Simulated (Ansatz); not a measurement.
Input file for `CO[CH2][AlH][F]`:

```yaml
crystal:
  periodic: [false, false, false]
  atoms:
    - {symbol: C, position_ang: [-0.579224, 0.317341, 1.457323]}
    - {symbol: O, position_ang: [0.522466, 0.818103, 0.763097]}
    - {symbol: C, position_ang: [0.347083, 0.720094, -0.642463]}
    - {symbol: Al, position_ang: [0.550825, -1.146905, -1.259477]}
    - {symbol: F, position_ang: [0.263553, -1.472012, -2.855666]}
    - {symbol: H, position_ang: [-1.490773, 0.893043, 1.241496]}
    - {symbol: H, position_ang: [-0.361842, 0.377580, 2.523987]}
    - {symbol: H, position_ang: [-0.778553, -0.738967, 1.202353]}
    - {symbol: H, position_ang: [-0.599169, 1.188846, -0.954321]}
    - {symbol: H, position_ang: [1.138211, 1.327721, -1.098253]}
    - {symbol: H, position_ang: [1.052823, -2.341746, -0.357474]}
basis:
  gaussian: {orbitals: def2-TZVPP}
correlation: {method: ccsd_t}
```

```sh
$ ansatz run in.yaml --threads 4 --pin off --events-out ev --progress --plain --max-ram 10444MiB
```

The program prints (abridged):

```
Functional definition: HF
1502 factors; integrals over basis functions are off by at most 1.1e-3 eV
mean field evaluation 1: about -13482.2823 eV, gradient 4.1e1 eV
mean field evaluation 2: about -13482.5212 eV, gradient 4.2e1 eV
mean field evaluation 4: about -13486.1264 eV, gradient 3.9e0 eV
mean field evaluation 8: about -13486.1887 eV, gradient 2.6e-1 eV
mean field -13486.18896983 eV, -495.6083033741 hartree, gradient 2.2e-6 eV, S^2 0.000000; 0 other end points of the search recorded, 0 dependent functions left out
9 core orbitals not correlated: weight in the atoms' cores, before any rotation towards them, 1.000 or more for the frozen orbitals, at most 0.000 for the correlated occupied ones
reference -13486.18896983 eV, -495.6083033741 hartree; 15, 15 occupied and 226, 226 virtual orbitals, 1502 factors
second order -24.91102843 eV of doubles, -0.00000000 eV of singles
cycle   1  -25.13412541 eV  change   -2.2e-1 eV  update   1.1e-1
cycle   2  -25.70759565 eV  change   -5.7e-1 eV  update   3.2e-2
cycle   3  -25.85182020 eV  change   -1.4e-1 eV  update   1.7e-2
cycle   4  -25.83944643 eV  change    1.2e-2 eV  update   3.9e-3
cycle   5  -25.83747212 eV  change    2.0e-3 eV  update   2.0e-3
cycle   6  -25.83872799 eV  change   -1.3e-3 eV  update   7.1e-4
cycle   7  -25.83857684 eV  change    1.5e-4 eV  update   3.4e-4
cycle   8  -25.83835955 eV  change    2.2e-4 eV  update   1.3e-4
cycle   9  -25.83839735 eV  change   -3.8e-5 eV  update   5.7e-5
cycle  10  -25.83842282 eV  change   -2.5e-5 eV  update   2.0e-5
perturbative correction -0.89414686 eV, -0.0328592911 hartree
Total energy: -13512.92153951 eV, -496.5907071897 hartree
```

It took 2.4 min on 4 threads of an Arm Neoverse V1 on a shared host, with 5.5 GiB of host memory at the peak.

The correlation energy is -26.733 eV, 3.3 % of it from (T); the T1 diagnostic reads 0.0120.
